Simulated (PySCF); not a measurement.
O2Se, SMILES [Se](=O)=O.

Coordinates come from a ωB97X-D3(BJ)/def2-TZVP optimisation.

Level of theory: PySCF with B3LYP/def2-TZVPD.

Gas-phase values at a fixed geometry.

```json
{
  "total_energy": "-2552.03898 hartree",
  "point_group": "C2v",
  "highest_occupied_level": "-9.04 eV",
  "lowest_empty_level": "-4.39 eV",
  "orbital_gap": "4.65 eV",
  "dipole_moment": "0.586 e·Å",
  "quadrupole, principal values (traceless, Buckingham form, about the centre of nuclear charge)": "-6.81, 1.30, 5.51 D·Å",
  "mean_static_polarisability": "31.9 bohr³ (4.73 Å³)",
  "polarisability_principal_values": "23.7, 29.4, 42.6 bohr³"
}
```
